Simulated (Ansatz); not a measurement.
```yaml
atoms:
  - { symbol: Cu, position_ang: [0.0000, 0.0000, -0.0453] }
  - { symbol: H, position_ang: [0.0000, 0.0000, 1.3128] }
```

Basis set: cc-pVDZ (spherical functions). Correlated methods keep 5 orbitals frozen. Charge 0, multiplicity 1.

Computed with Ansatz (development build ahead of 0.2.0); each method stands on the lowest determinant of its kind that the runs found. Restricted open shells among the atoms or ions are ROHF, correlated in semicanonical orbitals with singles.

Task: Give the atomization energy at this shape (free ground-state atoms in the same class of orbitals less the molecule, no zero-point energy) of singlet CuH by RHF-MP2, RHF.

Result:

```json
{"method": "RHF-MP2", "atomization energy": "239.7 kJ/mol"}
{"method": "RHF", "atomization energy": "105.8 kJ/mol"}
```
